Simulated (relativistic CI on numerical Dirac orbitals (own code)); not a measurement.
# What each ingredient does to the levels of In XXXIX

Base calculation: Dirac-Coulomb-Breit CI, orbitals from a KLI potential per configuration, model QED, unscaled Slater integrals.

CI space (outside the closed core [Ne]): 3s, 3p, 3d, 4s, 4p, 4d, 4f, 5s, 5p, 5d, 5f, 5g, 6s, 6p, 6d. Levels of other configurations are missing.

Variants: (1) Breit term removed; (2) non-relativistic limit. Shifts of the energy above 3s ²S1/2, in eV, for the lowest level and the first level of each name with at least 55 % of one term (blank where a level changes its place among those of its configuration and J or its character, or is not in the variant):

| Level | Base | Δ(1) | Δ(2) |
| --- | --- | --- | --- |
| 3s ²S1/2 | 0.00 | 0.00 | 0.00 |
| 3p ²P°1/2 | 87.34 | -0.93 | -6.68 |
| 3p ²P°3/2 | 142.21 | -0.07 | -61.55 |
| 3d ²D3/2 | 254.45 | +0.36 | -63.60 |
| 3d ²D5/2 | 266.39 | +0.92 | -75.55 |
| 4s ²S1/2 | 1200.54 | +0.86 | -44.16 |
| 4p ²P°1/2 | 1236.56 | +0.48 | -46.64 |
| 4p ²P°3/2 | 1258.80 | +0.83 | -68.88 |
| 4d ²D3/2 | 1301.16 | +1.02 | -69.50 |
| 4d ²D5/2 | 1306.38 | +1.23 | -74.71 |
| 4f ²F°5/2 | 1328.56 | +1.37 | -73.92 |
| 4f ²F°7/2 | 1330.76 | +1.40 | -76.11 |
| 5s ²S1/2 | 1732.53 | +1.13 | -60.28 |
| 5p ²P°1/2 | 1750.64 | +0.95 | -61.43 |

At this charge energies of transitions that change n are usually good to better than 1 %, and those within a shell (Δn = 0) to a few per cent.

Ionisation energy from the two ground configurations alone: base 2627.85 eV; Breit term removed 2629.26 eV. The NIST ASD value (semi-empirical) is 2628.77 eV.
